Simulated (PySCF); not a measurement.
How methods differ on the ionisation energy of In³⁸⁺

In³⁸⁺ [Ne] 3s1 [3s1/2^1, M_J = 1/2] → In³⁹⁺ [Ne], as a difference of total energies. Computed with PySCF 2.14 in an even-tempered Gaussian basis (18 s from 7.7 bohr⁻², ratio 2.4; 13 p from 10 bohr⁻², ratio 2.4; 4 d from 32 bohr⁻², ratio 2.6; 4 f from 48 bohr⁻², ratio 2.6), with the two-component X2C-1e Hamiltonian. Correlated levels: 1s2 frozen; the 48 highest virtual spinors dropped. "Screened" scales the spin-orbit matrix elements by Boettger's factors to mimic the two-electron term; Breit and QED terms are absent.

```tsv
method	ionisation energy (eV)
GHF (spin-free)	2628.8
GMP2 (spin-free)	2629.5
GHF (screened spin-orbit)	2628.7
GMP2 (screened spin-orbit)	2629.4
```

Breit and QED terms and the two-electron picture change are absent.

For comparison: 2628.77 ± 0.08 eV (semi-empirical (NIST evaluation); NIST Atomic Spectra Database, ionization energies).
